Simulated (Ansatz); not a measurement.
The cluster Al₄Sb₄. Charge 0, multiplicity 1. Geometry r2SCAN-D4/def2-SVP; atoms count from 1.

Cartesian coordinates in Å:
```
Al 1.137 0.058 -2.477
Al -0.428 -1.738 -0.355
Al 0.149 2.671 1.728
Al 1.043 -2.279 1.697
Sb 1.586 0.469 0.350
Sb -1.253 1.415 -0.533
Sb -0.677 -0.052 2.084
Sb -1.558 -0.544 -2.493
```

In the def2 sets Sb takes a core potential; there is no spin–orbit coupling. The restricted singlet is unstable towards broken spin symmetry in Hartree–Fock (as tested in another run); at PBE0-D4/def2-TZVP this wasn't settled. Another isomer (singlet) lies 0.57 eV lower at PBE0-D4/def2-TZVP; other spin states weren't run for this one.

Q: Estimate the Mulliken populations from the PBE0/def2-TZVP orbitals of Ansatz.

A: 
| atom | charge (e) |
| --- | --- |
| Al1 | 0.10 |
| Al2 | 0.06 |
| Al3 | 0.11 |
| Al4 | 0.08 |
| Sb5 | -0.07 |
| Sb6 | -0.01 |
| Sb7 | -0.11 |
| Sb8 | -0.16 |
Mulliken values and Mayer orders depend strongly on the basis.

Q: And the Mayer bond orders between bonded heavy atoms (over 0.3)?

A: Al1–Sb5 0.58 (2.89 Å); Al1–Sb8 0.74 (2.76 Å); Al2–Al4 0.69 (2.58 Å); Al2–Sb5 0.38 (3.07 Å); Al2–Sb7 0.45 (2.98 Å); Al2–Sb8 0.78 (2.70 Å); Al3–Sb5 0.43 (2.97 Å); Al3–Sb6 0.35 (2.94 Å); Al3–Sb7 0.53 (2.87 Å); Al4–Sb5 0.33 (3.11 Å); Al4–Sb7 0.56 (2.84 Å); Sb5–Sb6 0.62 (3.12 Å); Sb5–Sb7 0.75 (2.90 Å); Sb6–Sb7 0.67 (3.05 Å); Sb6–Sb8 1.01 (2.79 Å).
